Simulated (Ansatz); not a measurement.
Two members of one family (Dimethylphenylsulfonium salts), computed with Ansatz in the gas phase; def2 core potentials for I, no spin–orbit coupling. The two geometries come from different levels. Binding counts from free atoms in the multiplicity of their measured ground term, without zero-point energy. Sets without diffuse functions give affinities that are too small. A dash marks a value that wasn't run or was left out as unsound. The structures are stationary points that may keep the symmetry of their start. Remarks come from the PBE and PBE0 runs and from stability tests at other levels; not every state was tested. A HOMO above zero means that the electron is unbound at that level and held by the basis, or that self-interaction error raises the level; the energy of removing that electron tells which. HOMO above LUMO (over both spins in singlets and doublets, within one spin in higher multiplets; at PBE or PBE0), or a gap under 0.15 eV within one spin, warns that the state may not be the lowest or that an electron is smeared out.

First: dimethylphenylsulfonium bromide (singlet, charge 0, PBE-D4/def2-SVP geometry).

```tsv
atom	x (Å)	y (Å)	z (Å)
C1	2.000	1.309	0.426
S2	1.590	-0.403	-0.044
C3	1.522	-0.330	-1.864
C4	-0.265	-0.291	0.262
C5	-0.761	-1.292	1.109
C6	-2.130	-1.327	1.419
C7	-2.995	-0.362	0.883
C8	-2.493	0.639	0.035
C9	-1.126	0.679	-0.279
H10	1.978	1.330	1.532
H11	3.036	1.458	0.064
H12	1.262	2.016	0.005
H13	2.582	-0.233	-2.172
H14	1.106	-1.301	-2.189
H15	0.880	0.504	-2.196
H16	-0.073	-2.047	1.524
H17	-2.521	-2.113	2.085
H18	-4.069	-0.388	1.125
H19	-3.171	1.396	-0.388
H20	-0.750	1.470	-0.946
Br21	4.398	-0.715	-0.389
```

```tsv
level	HOMO (eV)	LUMO (eV)	gap (eV)	vertical IE (eV)	vertical EA (eV)	vertical triplet (eV)	binding per atom (eV)
PBE-D4/def2-SVP	-4.23	-2.33	1.90	–	–	–	4.50
PBE-D4/def2-TZVP	-4.67	-2.49	2.19	7.75	0.27	3.56	4.46
r2SCAN-D4/def2-TZVP	-4.91	-2.36	2.55	–	–	–	4.35
PBE0-D4/def2-SVP	-5.37	-1.53	3.84	–	–	–	4.41
PBE0-D4/def2-TZVP	-5.76	-1.65	4.10	7.74	0.20	3.91	4.37
```

Remarks: gap within one spin near zero at PBE or PBE0 (+1 doublet), HOMO above zero (-1 doublet), gap within one spin near zero at PBE or PBE0 (triplet).

Second: dimethylphenylsulfonium iodide (singlet, charge 0, PBE0-D4/def2-SVP geometry).

```xyz
21

C    -0.3127    1.5183   -1.8328
S     0.7792    1.2815   -0.4185
C     2.1235    0.2881   -1.0896
C    -0.1473   -0.0186    0.4578
C    -0.4319    0.2684    1.7917
C    -1.1382   -0.6558    2.5597
C    -1.5534   -1.8586    1.9937
C    -1.2640   -2.1417    0.6573
C    -0.5611   -1.2227   -0.1160
H    -1.2134    2.0106   -1.4429
H     0.2351    2.2023   -2.5002
H    -0.5579    0.5536   -2.2946
H     2.6880    0.9778   -1.7359
H     2.7346   -0.0193   -0.2314
H     1.7274   -0.5845   -1.6257
H    -0.1018    1.2164    2.2261
H    -1.3634   -0.4329    3.6049
H    -2.1057   -2.5843    2.5953
H    -1.5893   -3.0856    0.2133
H    -0.3413   -1.4580   -1.1612
I     2.3934    3.7450   -1.6508
```

Problem. What does the change do? Estimate second minus first.

Solution. 
| level | Δ HOMO (eV) | Δ LUMO (eV) | Δ gap (eV) | Δ vertical IE (eV) | Δ vertical EA (eV) | Δ vertical triplet (eV) | Δ binding per atom (eV) |
| --- | --- | --- | --- | --- | --- | --- | --- |
| PBE-D4/def2-SVP | 0.34 | -0.32 | -0.67 | – | – | – | -0.02 |
| PBE-D4/def2-TZVP | 0.47 | -0.27 | -0.74 | -0.61 | 0.28 | -0.40 | -0.02 |
| r2SCAN-D4/def2-TZVP | 0.50 | -0.28 | -0.78 | – | – | – | -0.02 |
| PBE0-D4/def2-SVP | 0.48 | -0.33 | -0.81 | – | – | – | -0.02 |
| PBE0-D4/def2-TZVP | 0.59 | -0.28 | -0.87 | -0.63 | 0.28 | -0.47 | -0.02 |

Remarks: HOMO above zero (-1 doublet), gap within one spin near zero at PBE or PBE0 (triplet).
